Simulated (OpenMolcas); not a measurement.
# La: CASPT2 settings compared

| Property | Result |
| --- | --- |
| Program | OpenMolcas |
| Basis | ANO-R3 [9s7p7d3f2g1h] |
| Scalar Hamiltonian | X2C, finite nucleus |
| Active space | 3 electrons in 6 orbitals (5d 6s) |
| State averaging | 2S+1 = 4 even, 20 roots; 2S+1 = 2 even, 70 roots |
| Spin-orbit coupling | RASSI with atomic mean-field integrals over the reference wave functions, term energies averaged over their components |

Methods on the same reference wave functions:
A. CASSCF
B. SS-CASPT2, IPEA 0.5 Eh, sigma2 regulariser 0.2 Eh (closed shells correlated: 5s 5p)
C. SS-CASPT2, IPEA 0.35 Eh, real shift 0.2 Eh (closed shells correlated: 5s 5p)
D. MS-CASPT2, IPEA 0.5 Eh, sigma2 regulariser 0.2 Eh (closed shells correlated: 5s 5p)
E. XMS-CASPT2, IPEA 0.6 Eh, imaginary shift 0.05 Eh (closed shells correlated: 4d 5s 5p)

Energies in eV above 5d 6s2 2D 3/2, the measured ground level; measured values from NIST Handbook of Basic Atomic Spectroscopic Data.

```
               Level        A       B       C       D       E  Measured
       5d2 6s 4F 3/2  -0.0956  0.1740  0.1453  0.2289   0.887    0.3308
       5d2 6s 4F 5/2  -0.0395  0.2154  0.1872   0.271   0.931    0.3732
       5d 6s2 2D 3/2   0.0000  0.0000  0.0000  0.0000  0.0000    0.0000
       5d2 6s 4F 7/2   0.0287   0.268  0.2368   0.330   0.993    0.4333
       5d 6s2 2D 5/2   0.0739  0.0889  0.0882  0.1078  0.1187    0.1306
       5d2 6s 4F 9/2   0.1047   0.344   0.313   0.406   1.069    0.5110
       5d2 6s 4P 1/2   0.7118   0.864   0.817   0.926   1.528    0.8966
       5d2 6s 4P 3/2   0.7411   0.893   0.846   0.956   1.556    0.9287
5d2 6s 4P 5/2 [66 %]   0.7809   0.916   0.872   0.976   1.558          
       5d2 6s 2P 1/2   0.9853   1.045   0.986   1.088   1.963    1.1213
       5d2 6s 2F 5/2   1.0180   0.828   0.797   0.866   1.799          
       5d2 6s 2F 7/2   1.1115   0.934   0.902   0.979   1.863    0.9983
       5d2 6s 2G 9/2   1.1903   1.134   1.094   1.179   1.941    1.2299
       5d2 6s 2G 7/2   1.1925   1.126   1.087   1.178   1.955    1.2350
          5d3 4F 3/2   1.2589   1.335   1.300   1.396   2.302    1.5412
   5d3 4F 5/2 [68 %]   1.3065   1.383   1.348   1.445   2.350    1.5854
          5d3 4F 7/2   1.3781   1.445   1.410   1.506   2.412    1.6413
          5d3 4F 9/2   1.4524   1.516   1.480   1.576   2.482    1.7044
          5d3 4P 1/2   2.0635   1.977   1.911   2.039   2.856    2.0603
          5d3 4P 3/2   2.0877   1.997   1.931   2.055   2.876    2.0749
          5d3 4P 5/2   2.1278   2.039   1.974   2.099   2.919    2.1201
          5d3 2G 7/2   2.2892   1.999   1.941   2.074   3.075    2.1106
         5d3 2H 11/2   2.3617   2.102   2.061   2.164   3.219          
       5d3 2D 3/2(1)   2.6109   2.186   2.129   2.231   3.212
```

A puts 5d2 6s 4F 3/2 lowest.

Deviations, from unrounded energies. A percentage is the sum of absolute deviations over the sum of measured energies, with the sign that they share, or ± where signs differ.

```
                  Against measurement  Levels      A      B      C      D      E
       mean absolute deviation (cm-1)      19   1600    950   1300    550   5600
fine structure of the ground term (%)       1  -43.4  -31.9  -32.5  -17.4   -9.1
             other configurations (%)      18  ±15.9   -9.6  -13.1   ±5.6  +57.1
```

D lies closest to measurement on these levels and E furthest from it. The largest miss of D in the table is 5d3 4F 3/2, by -1200 cm-1. The ranking rests on the paired levels alone, and a cruder setting can come out closer through cancelling errors.

Among B to E the level of the table that moves most is 5d3 2H 11/2, by 9300 cm-1 (lowest in C, highest in E). Moves below CASPT2's spread within the term are not significant.

The two smallest mean deviations differ by little beside CASPT2's spread within terms, so their order carries little weight.

The lowest spin-free term lies below A's lowest term by 0.261 hartree in B, 0.263 hartree in C, 0.263 hartree in D, 0.627 hartree in E.

Term energies are means over components that CASPT2 splits; among the terms shown or strongly mixed into the levels shown the widest spread is 3500 cm-1 (5d2 6s 2F, E). Over all roots computed the reference weight is 0.87 to 0.92 in B, 0.87 to 0.92 in D, 0.74 to 0.89 in E; the roots of lowest weight are the least certain, and an intruder state may touch them. Some levels mix across a computed gap that differs much from the measured one, so their mixing is not that of the real levels. Configurations are named by rounded mean occupations; where the s occupation lies near a half they are strongly mixed, a name can repeat and a true partner stay unpaired. A single d shell beside an s shell can misplace configurations of different d count against each other. The CASPT2 spread within a term exceeds the gap to the next term for 5d3 4P and 5d3 2G, so the order of their levels is uncertain (figures for B; the like holds for C, D, E). Without dynamic correlation excited terms often stand tens of per cent too high (terms of higher spin than the ground term too low), and those without a measured partner can miss by more than the paired ones (holds for A). The lowest computed level is not the ground level that NIST lists (2D3/2) (holds for A). Computed and measured levels are paired by configuration, term and J; levels that our copy of the source lacks, or whose pairing is in doubt (as where it misses far off the trend of its configuration), stay unpaired and out of the deviations. Only configurations of the active space appear. The table leaves out levels that lie high or whose names do not pair safely across all columns.

A share in square brackets marks a mixed level and gives the weight of the term that names it, the lowest over the columns. A number in round brackets counts repeated terms of one configuration in the order of the reference energies.
